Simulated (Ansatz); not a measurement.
Al(Cl)(OH)(OSiH3) (AlClH4O2Si), SMILES [OH][Al]([Cl])[O][SiH3].

Geometry: PBE0-D3(BJ)/def2-SVP. The structure was generated by enumeration; whether it is a known compound was not checked. One conformer was computed; it need not be the lowest.

Two levels are set side by side: PBE/def2-SVPD (Ansatz, a first-principles code) and PBE0/def2-SVPD (Ansatz). Energy differences of separate SCF runs at the same geometry; the states with an electron removed or added have multiplicity 2 and 2. Differences are taken from unrounded values.

```tsv
quantity	PBE
vertical ionisation energy (eV)	10.20
vertical singlet–triplet gap (eV)	5.60
```

Task: These are the PBE values. What does PBE0 give? (Estimate from the structure and the level; the computed values follow.)

Result: 
```tsv
quantity	PBE0	PBE minus PBE0
vertical ionisation energy (eV)	10.84	-0.64
vertical singlet–triplet gap (eV)	6.42	-0.82
```
